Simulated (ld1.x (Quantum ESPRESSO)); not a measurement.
# Before and after: PAW potential for tin

```
Element                 : Sn (Z = 50)
Generator               : ld1.x (Quantum ESPRESSO) 7.5
Type                    : PAW
Functional              : LDA (PZ)
Relativity              : scalar-relativistic
Frozen core             : [Kr]
Valence charge          : 14
Reference configuration : 4d10 5s2 5p0 (charge +2)
Partial waves           : 5s (bound): rcut 1.45, rcutus 2.00 bohr; 5s channel at 0.3 Ry: rcut 1.45, rcutus 2.00 bohr; 5p (bound, empty): rcut 1.55, rcutus 2.05 bohr; 5p channel at -0.95 Ry: rcut 1.55, rcutus 2.05 bohr; 4d (bound): rcut 1.25, rcutus 1.50 bohr; 4d channel at 0.05 Ry: rcut 1.25, rcutus 1.50 bohr; 4f channel at -0.1 Ry: rcut 1.70, rcutus 1.80 bohr; 4f channel at 0.95 Ry: rcut 1.70, rcutus 1.80 bohr
Local potential         : all-electron potential smoothed inside 1.15 bohr (lloc = -2)
Core correction         : a·sin(br)/r model core, default radius (ld1.x builds one for every PAW set, though the input has nlcc=.false.)
Augmentation charge     : BESSEL, radius 1.35 bohr
```

Change: local potential all-electron potential smoothed inside 1.64 bohr (lloc = -2).

Cutoffs: the cutoffs (Ry, on a coarse ladder) from which the occupation-weighted sum of valence levels, in a spherical-Bessel basis at the reference potential, stays within 10 and 1 mRy of its value at 400 Ry; they do not see the model core or the augmentation charge, which bear on the density cutoff. Errors are all-electron minus pseudo energies relative to the spin-unpolarised reference configuration.

**Question.** How do hardness, ghosts and transferability respond?

**Answer.** The potential gets harder (55 Ry and 100 Ry → 60 Ry and 110 Ry); the bound ghost in p, s disappears; of the 9 tests that both files solve, the error grows in 3 and shrinks in 1 by more than 15 % and 0.3 meV (median size 5.6 → 5.5 meV); the range in which the s phases agree narrows (upper end at the end of the scan → 3.5); the range in which the p phases agree narrows (upper end at the end of the scan → 0.9). A state that the projectors do not describe sees the local part alone, so a deeper or shallower local part can create or remove a ghost.

```tsv
quantity	base	changed
cutoff, loose	55 Ry	60 Ry
cutoff, tight	100 Ry	110 Ry
bound ghosts	s, p	none
error for 4d10 5s2 5p2, meV [ΔE -21.36 eV]	+5.6	+6.6
error for 4d10 5s2 5p1, meV [ΔE -14.26 eV]	+3.7	+4.0
error for 4d10 5s1 5p0, meV [ΔE 31.45 eV]	-5.8	-5.5
error for 4d10 5s0 5p4, meV [ΔE -6.96 eV]	+5.5	+5.4
error for 4d10 5s1 5p2, meV [ΔE -6.53 eV]	+3.5	+3.4
error for 4d10 5s2 5p2.3, meV [ΔE -22.26 eV]	+6.1	+7.2
error for 4d9 5s2 5p3, meV [ΔE 2.99 eV]	-90	-75
error for 4d10 5s2 5p2 (spin-polarised), meV [ΔE -21.84 eV]	+5.6	+7.3
error for 4d10 5s2 5p1 (spin-polarised), meV [ΔE -14.42 eV]	+3.7	+4.1
s: phases at 2.24 bohr within 0.05 rad from the reference energy up to (Ry; the scan ends near 5)	to the end of the scan	3.5
p: phases at 2.24 bohr within 0.05 rad from the reference energy up to (Ry; the scan ends near 5)	to the end of the scan	0.9
d: phases at 2.24 bohr within 0.05 rad from the reference energy up to (Ry; the scan ends near 5)	to the end of the scan	to the end of the scan
f: phases at 2.24 bohr within 0.05 rad from the reference energy up to (Ry; the scan ends near 5)	4.2	4.1
lowest overlap eigenvalue by channel	s 0.41, p 0.57, d 0.30, f 0.95	s 0.47, p 0.59, d 0.25, f 0.96
```

 A true bound ghost makes a file unfit for plane-wave use even where its test errors are small: the radial tests pick states by their node count and pass the ghost by.
